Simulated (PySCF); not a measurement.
PySCF input:

```python
from pyscf import gto, scf, dft

mol = gto.M(
    atom='''
    O    -0.00000000   -0.00000000   -2.05214360
    B    -0.00000000   -0.00000000   -0.81622604
    B     0.00000000    0.00000000    0.81622604
    O     0.00000000    0.00000000    2.05214360
    ''',
    basis='def2-tzvpd',
    charge=1,
    spin=1,
    symmetry='D2h',
    verbose=4,
)

mf = dft.UKS(mol, xc='mn15').density_fit(auxbasis='def2-universal-jkfit')
mf.grids.level = 4
mf.conv_tol = 1e-9
mf.max_cycle = 100
mf.max_memory = 1500
mf.kernel()
if not mf.converged:
    mf = mf.newton()
    mf.kernel(mf.make_rdm1())
mf.analyze()
```

What final total energy does it print?

-199.62273 Eh (MN15/def2-TZVPD).
